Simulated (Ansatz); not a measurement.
`[SiH3]C1O[SiH2]1` + H₂S → `SC1O[SiH2]1` + SiH₄  (substitution at a C–Si bond)

Calculated with Ansatz (gas phase, PBE0-D4/def2-TZVP geometries, no zero-point term in ΔE). CBS: MP2 limit from def2 TZ/QZ plus the TZ coupled-cluster correction, frozen cores. This one scheme is used for every species. Functionals use def2-TZVPP. Each species was taken in one conformer, which may not be the lowest.

| level | ΔE (kJ/mol) |
| --- | --- |
| PBE-D4 | 28.5 |
| CAM-B3LYP-D4 | 33.0 |
| BLYP | 28.3 |
| CAM-B3LYP | 31.9 |

(1) What does CCSD(T)/CBS give? (Best estimate.)

Largest T1 diagnostic among the species: 0.015.

Results:

(1) The calculation gave: +35.8 kJ/mol. The listed levels differ from it by -7.3, -2.8, -7.5, -3.9 kJ/mol.

At CCSD(T), def2-SVP lies −6.3 kJ/mol from the extrapolated value and def2-TZVPP −0.5 kJ/mol. Leaving LDA and LC-ωPBE aside and taking each functional with its dispersion term where it has one, the values, not all of them listed here, spread over 7.3 kJ/mol, from revPBE-D4 to BHLYP-D4.
